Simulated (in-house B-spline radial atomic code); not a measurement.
Configurations of As VII (As6+), with energies counted from [Ar] 3d9. Computed with a B-spline radial code for spherical atoms: non-relativistic revTPSS, spin-polarised, spherical fractional occupations, point nucleus. Shells without spins written out take the highest spin.

Occupations are held fixed; configurations that lie above the ionisation limit could autoionise.

```tsv
configuration	E - E(ref) (eV)	highest orbital	its <r> (bohr)
[Ar] 3d8 4s1	53.274	4s up	1.503
[Ar] 3d8 4p1	67.61	4p up	1.628
[Ne] 3s2 3p5 3d10	92.203	3d down	0.6335
[Ne] 3s2 3p5 3d9 4p1	160.01	4p up	1.626
[Ne] 3s2 3p5 3d9 4d1	182.2	4d up	1.942
[Ne] 3s2 3p(3 up, 2 down) 3d(5 up, 4 down) 4f(0 up, 1 down)	200.77	4f down	2.439
```

Task: Order these further configurations by energy, lowest first.
A. [Ar] 3d(5 up, 3 down) 4p(0 up, 1 down)
B. [Ne] 3s2 3p5 3d9 4f1
C. [Ar] 3d8 4d1
D. [Ar] 3d(3 up, 5 down) 4f(0 up, 1 down)
E. [Ne] 3s2 3p5 3d9 4s1

Result: A (68.226 eV), C (89.733 eV), D (108.19 eV), E (145.65 eV), B (200.64 eV).

Task: How far above the reference does [Ne] 3s2 3p(3 up, 2 down) 3d(4 up, 5 down) 4s(1 up, 0 down) lie?

Result: 147.67 eV; its least bound orbital is 4s up with <r> = 1.507 bohr.
